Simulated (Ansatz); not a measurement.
Relaxation of Cl2GeH2O (6 atoms, charge 0, multiplicity 1), to a largest force component of 0.03 eV/Å in at most 50 steps.

These are results of RHF/def2-SVP (Ansatz), not measurements.

```xyz
6
Properties=species:S:1:pos:R:3:forces:R:3
Ge 0.213 -0.005 -0.018 1.24 0.02 0.93
Cl 0.786 -0.001 2.083 -0.84 -0.01 0.23
H 1.687 0.023 -0.378 -0.38 0.00 -1.17
O -0.727 1.367 -0.491 -0.09 -0.07 -0.02
H -1.655 1.229 -0.624 0.07 0.07 0.03
Cl -0.883 -1.766 -0.527 0.00 -0.02 0.00
```

Where does it end, and by what steps?

The forces met the threshold. After 8 steps the energy has fallen by 0.356 eV; H5 moved furthest, 0.38 Å.

```
step  energy less start (eV)  largest force component (eV/Å)  accepted
   0                  0.0000                           1.244       yes
   1                 -0.2830                           0.574       yes
   2                 -0.2861                           1.110       yes
   3                 -0.3384                           0.144       yes
   4                 -0.3502                           0.419       yes
   5                 -0.3236                           1.762        no
   6                 -0.3540                           0.069       yes
   7                 -0.3557                           0.039       yes
   8                 -0.3561                           0.004       yes
```

```xyz
6
Properties=species:S:1:pos:R:3
Ge 0.282 -0.038 -0.021
Cl 0.428 0.071 2.118
H 1.648 0.013 -0.659
O -0.665 1.294 -0.603
H -1.555 1.385 -0.298
Cl -0.718 -1.879 -0.490
```

Whether the end is a true minimum wasn't checked by a vibrational analysis.

The run took 36 s on 1 thread of Arm Neoverse N1, with other jobs on the host, peak memory 0.19 GiB.
